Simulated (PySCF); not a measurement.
## GaFCl, doublet: structure and spectrum

All numbers come from UPBE0/[Ga def2-TZVP, F def2-TZVP, Cl def2-TZVP], no relativity, density fitting, PySCF.

The structure is a minimum.

```xyz
3
charge 0 multiplicity 2, angstrom
Ga   -0.2917    0.0000   -0.4600
F    -1.8012    0.0000    0.4408
Cl    1.5515    0.0000    0.6624
```

- Point group: Cs
- Bond lengths: Ga–Cl 2.158 Å, Ga–F 1.758 Å
- Bond angles: Cl–Ga–F 117.8°
- Heat capacity Cp at 298.15 K: 51.2 J/(mol K)
- Zero-point energy: 7.2 kJ/mol
- Rotational symmetry number: 1
- Atomisation energy without zero-point energy: 781 kJ/mol
- Dipole moment: 2.10 D
- Highest occupied level (α): -7.37 eV
- Entropy at 298.15 K and 1 bar (electronic part: spin only): 296.5 J/(mol K)
- Spin squared ⟨S²⟩: 0.753
- Principal quadrupole moments (Buckingham, traceless) about the centre of mass: -7.86, 2.59, 5.27 D Å
- Enthalpy at 298.15 K above 0 K: 12.79 kJ/mol
- Principal polarisabilities: 34.2, 34.9, 53.6 bohr³
- Lowest empty level (β): -4.15 eV
- Rotational constants: 0.6389, 0.1061, 0.09098 cm⁻¹

Harmonic modes (masses in u: Ga 68.926, F 18.998, Cl 34.969):
```json
{"symmetry": "a'", "ω (cm⁻¹)": "145", "IR (km/mol)": "12.3"}
{"symmetry": "a'", "ω (cm⁻¹)": "397", "IR (km/mol)": "51.3"}
{"symmetry": "a'", "ω (cm⁻¹)": "661", "IR (km/mol)": "98.6"}
```

Charges (e):
```
atom  Mulliken  Löwdin  polar tensor  spin (Mulliken)  Mayer order to Ga1
 Ga1      0.60   -0.03          1.08             0.77                   –
  F2     -0.35   -0.13         -0.60             0.07                0.99
 Cl3     -0.24    0.17         -0.48             0.15                1.13
```

Mulliken populations on Ga1: s 7.27, p 12.87, d 10.20, f 0.06.

Outer orbital energies (eV). α occupied: -22.74, -13.71, -11.78, -11.41, -11.27, -9.66, -9.59, -7.37; empty: -1.88, 0.35, 0.84, 3.77. β occupied: -24.36, -22.48, -13.16, -11.34, -11.33, -10.90, -9.59, -9.47; empty: -4.15, -1.11, 0.84, 1.50.

Only a few start shapes were tried, so a lower isomer may exist.

The final relaxation and frequency run took 34 s on 4 threads of a shared Arm Neoverse V2 host, with 116 basis functions and 15 gradients; the process peaked at 1 GiB.
